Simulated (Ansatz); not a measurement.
Results of the Gaussian-basis code of Ansatz.

A structure relaxed at PBE0-D4/def2-TZVP, charge 0, multiplicity 1:

```xyz
8

O    -0.922    0.613   -1.279
C    -0.471    0.464    0.054
Ga    0.957   -0.895    0.108
Br    1.788   -1.242    2.233
H    -1.617    1.276   -1.300
H    -1.271    0.140    0.735
H    -0.064    1.397    0.468
H     1.601   -1.753   -1.019
```

Q: Give its formula and SMILES.

A: CH4BrGaO, `O[CH2][GaH][Br]`.

Q: Point group (tolerance 0.08 Å, 0.16 Å for H)?

A: Cs.

Q: Summarise the bond lengths by kind.

A: 1 × C–O 1.415 Å; 1 × H–O 0.961 Å; 1 × C–Ga 1.972 Å; 2 × C–H 1.099 Å; 1 × Br–Ga 2.308 Å; 1 × Ga–H 1.556 Å.
